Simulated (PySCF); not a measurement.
Spin states of LiSe

Unrestricted PBE0; PySCF, spin-free X2C with a Gaussian nucleus, basis sets Li x2c-SVPall, Se x2c-SVPall. Outer shells of the fragments: Li 2s1; Se 3d10 4s2 4p4.

Followed along the bond (rough minima from three points):

| 2Ms+1 | unpaired | ⟨S²⟩ at the start | R at minimum (Å) | Te (eV) |
| --- | --- | --- | --- | --- |
| 2 | π ↑ | 0.75 | 2.27 | 0.00 |
| 2 | σ ↑ | 0.75 | 2.17 | 0.75 |
| 4 | σ ↑, π ↑↑ | 3.75 | none in the scan | ≤ 2.73 |

Solutions found at the starting distance of 2.400 Å, counted from the lowest of them; the search is not exhaustive and high or unbound solutions are not listed, so other states can lie among these:

| 2Ms+1 | unpaired | term | E (eV) | ⟨S²⟩ | ⟨Lz²⟩ | μ (D) |
| --- | --- | --- | --- | --- | --- | --- |
| 2 | π ↑ | ²Π | 0.00 | 0.75 | 1.01 | -7.18 |
| 2 | σ ↑ | ²Σ⁺ | 0.83 | 0.75 | 0.00 | -7.17 |
| 4 | σ ↑, π ↑↑ | ⁴Σ⁻ | 2.78 | 3.75 | 0.00 | 3.93 |
| 2 | σ ↓, π ↑↑ | mixed | 2.84 | 1.75 | 0.00 | 4.13 |
| 2 | σ ↑, π ↑↓ | mixed | 3.23 | 1.76 | 2.01 | 4.03 |
| 4 | σ ↑↑, π ↑ | ⁴Π | 3.40 | 3.75 | 1.01 | 3.87 |
| 4 | π ↑↑↑ | ⁴Π | 4.41 | 3.75 | 1.00 | 1.10 |
| 4 | σ ↑, π ↑↑ | mixed | 4.88 | 3.75 | 2.00 | 0.97 |
| 4 | σ ↑, π ↑↑ | mixed | 5.04 | 3.75 | 2.00 | 0.97 |

A term symbol is given only where ⟨S²⟩ and ⟨Lz²⟩ are close to those of a pure state; real π, δ and φ orbitals otherwise mix terms. A positive dipole means Li(−)Se(+).

Question: Compare the gap between the two lowest followed solutions at the starting distance with the gap between their minima.

Answer: At PBE0 the second solution (doublet, unpaired electrons σ ↑) lies +0.83 eV from the first (doublet, unpaired electrons π ↑) at 2.400 Å and +0.75 eV at the minima; the two curves relax by different amounts, since their minima lie near 2.17 and 2.27 Å.

Spin–orbit coupling is left out. Counting both spins, an empty level lies below a filled one in some of these solutions, because spin and occupation are held.
